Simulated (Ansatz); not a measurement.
Gas-phase electronic energies from Ansatz, PBE0-D4/def2-TZVP geometries. CCSD(T)/CBS adds triple-zeta CCSD(T) − MP2 to the extrapolated MP2 energy (def2 sets, frozen cores). DFT in def2-TZVPP. B3LYP here is the variant with VWN-RPA as its local correlation; programs differ in this. One conformer a species, not always the lowest.

`N[Si@H](Cl)[Si@@H](N)F` + `N[SiH](F)S` → `N[Si@H](F)S[Si@@H](N)Cl` + `N[SiH2]F`  (cleavage of the Si–Si bond)

CCSD(T)/CBS gives -18.7 kcal/mol.

Problem. Another level gave -17.8 kcal/mol. Which?
A. SCS-MP2/def2-TZVPP
B. r2SCAN/def2-TZVPP
C. PBE/def2-TZVPP
D. B3LYP/def2-TZVPP

Solution. B. r2SCAN -17.8, B3LYP -15.8, SCS-MP2/def2-TZVPP -20.1, PBE -14.1 kcal/mol.

Largest T1 diagnostic among the species: 0.011.

From PBE to PBE0 (25 % exact exchange), in def2-TZVPP and without D4, ΔE moves by −1.9 kcal/mol. The D4 term adds −1.7 kcal/mol with B3LYP and −0.9 kcal/mol with PBE0; it sums over pairs of atoms, weighted by their polarisabilities, and B3LYP, whose exchange is more repulsive, gets the larger term.
